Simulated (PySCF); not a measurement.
Match the calculated data to a structure.

All candidates are C7H13N.

* 1H NMR: chemical shifts (computed TMS as zero) by class: 6.02 (1 H), 5.69 (1 H), 3.03 (1 H), 2.25 (1 H), 2.14 (1 H), 2.10 (1 H), 2.07 (1 H), 1.88 (1 H), 1.85 (1 H), 1.50 (1 H), 0.77 (1 H), 0.55 (2 H) ppm [GIAO PBE0/pcSseg-1]
* Dipole: 1.53 D [PBE0/pcSseg-1]
* Rotational structure: rotational constants A, B, C: 4.149, 1.369, 1.105 GHz [GFN2-xTB]
* NMR, other nuclei: isotropic shieldings of nuclei other than C and H, by class: 233 (1 N) ppm [GIAO PBE0/pcSseg-1]
* 13C NMR: chemical shifts (computed TMS as zero) by class: 137.7 (1 C), 135.4 (1 C), 55.3 (1 C), 46.6 (1 C), 31.1 (1 C), 30.4 (1 C), 26.0 (1 C) ppm [GIAO PBE0/pcSseg-1]

The electronic properties come from PySCF, for the isolated species, density fitting. Levels stand in brackets. One conformer (not necessarily the lowest) at the GFN2-xTB geometry, without solvent, vibrations or thermal averaging. NMR values are class means; diastereotopic atoms form classes of their own.

Problem. Which candidate is it?
A. `CCC[C@@H]1C=CCN1`
B. `C=NC1CCCCC1`
C. `C=C[C@@H](C)C1CNC1`
D. `C=C1[C@@H](C)[C@H](C)[C@@H]1N`
E. `NC[C@@H]1C=CCCC1`

Solution. E. It is `NC[C@@H]1C=CCCC1`. Numbering: `[NH2:1][CH2:2][C@@H:3]1[CH:4]=[CH:5][CH2:6][CH2:7][CH2:8]1`. Its formula, C7H13N, gives 2 degrees of unsaturation: 1 ring and 1 π bond in the structure found. 7 carbons fall into 7 classes; from least to most shielded: alkene CH carbon [C4] (137.7 ppm), alkene CH carbon [C5] (135.4 ppm), chain sp3 carbon bound to nitrogen [C2] (55.3 ppm), allylic carbon [C3] (46.6 ppm), ring CH2 carbon [C8] (31.1 ppm), allylic carbon [C6] (30.4 ppm), ring CH2 carbon [C7] (26.0 ppm). Hydrogen classes from least to most shielded: 1 H on an alkene CH carbon, C5 (6.02 ppm), 1 H on an alkene CH carbon, C4 (5.69 ppm), 1 H on an sp3 carbon bound to nitrogen, C2 (3.03 ppm), 1 H on an sp3 carbon bound to nitrogen, C2 (2.25 ppm), 1 H on an allylic carbon, C6 (2.14 ppm), 1 H on an allylic carbon, C6 (2.10 ppm), 1 H on a ring CH2 carbon, C8 (2.07 ppm), 1 H on an allylic carbon, C3 (1.88 ppm), 1 H on a ring CH2 carbon, C7 (1.85 ppm), 1 H on a ring CH2 carbon, C7 (1.50 ppm), 1 H on a ring CH2 carbon, C8 (0.77 ppm), 2 H on a primary amine nitrogen, N1 (0.55 ppm, a mean of values up to 0.9 ppm apart in this geometry). The other shieldings belong to: 233 ppm, primary amine nitrogen [N1]. The optimised geometry has point group C1 and is an asymmetric top.

The others, at the same levels:
- `CCC[C@@H]1C=CCN1` fails: its computed 13C shifts are 143.9 (1 C), 137.5 (1 C), 71.8 (1 C), 60.1 (1 C), 45.2 (1 C), 25.9 (1 C), 17.4 (1 C) ppm, 1H shifts are 6.03 (1 H), 5.93 (1 H), 4.02 (1 H), 4.00 (1 H), 3.86 (1 H), 1.85 (1 H), 1.66 (1 H), 1.35 (1 H), 1.01 (3 H), 0.79 (1 H), 0.15 (1 H) ppm and rotational constant A is 5.609 GHz (against 4.149 GHz).
- `C=C1[C@@H](C)[C@H](C)[C@@H]1N` fails: its computed 13C shifts are 167.9 (1 C), 116.8 (1 C), 55.9 (1 C), 44.5 (1 C), 41.2 (1 C), 23.1 (1 C), 15.4 (1 C) ppm, 1H shifts are 5.79 (1 H), 5.44 (1 H), 4.11 (1 H), 2.18 (1 H), 1.65 (1 H), 1.18 (3 H), 0.93 (3 H), 0.69 (2 H) ppm and rotational constant A is 2.420 GHz (against 4.149 GHz).
- `C=C[C@@H](C)C1CNC1` fails: its computed 13C shifts are 151.9 (1 C), 120.1 (1 C), 56.2 (1 C), 55.8 (1 C), 52.7 (1 C), 40.9 (1 C), 20.3 (1 C) ppm, 1H shifts are 5.70 (1 H), 5.32 (1 H), 5.15 (1 H), 3.81 (1 H), 3.63 (1 H), 3.53 (1 H), 3.50 (1 H), 2.35 (1 H), 1.94 (1 H), 0.88 (3 H), 0.12 (1 H) ppm and rotational constant A is 3.328 GHz (against 4.149 GHz).
- `C=NC1CCCCC1` fails: it has 5 carbon classes against 7; its computed 13C shifts are 151.6 (1 C), 71.9 (1 C), 39.6 (2 C), 31.7 (1 C), 24.9 (2 C) ppm, 1H shifts are 7.82 (1 H), 7.25 (1 H), 3.23 (1 H), 2.42 (2 H), 1.92 (1 H), 1.69 (2 H), 1.55 (2 H), 1.45 (2 H), 1.35 (1 H) ppm and rotational constant A is 3.406 GHz (against 4.149 GHz).

Each candidate is one conformer, not necessarily the lowest. Dipoles, sizes and rotational constants follow the conformer. The torsions of the flexible species, by atom-mapped SMILES:
- `[CH2:1]=[C:2]1[C@@H:3]([CH3:4])[C@H:5]([CH3:6])[C@@H:7]1[NH2:8]`: H–N8–C7–C5 -55°, H–N8–C7–C5 65°
- `[CH2:1]=[CH:2][C@@H:3]([CH3:4])[CH:5]1[CH2:6][NH:7][CH2:8]1`: C1–C2–C3–C4 119°, C2–C3–C5–C6 169°

The conformers of `NC[C@@H]1C=CCCC1`, `CCC[C@@H]1C=CCN1` and `C=NC1CCCCC1` aren't listed.
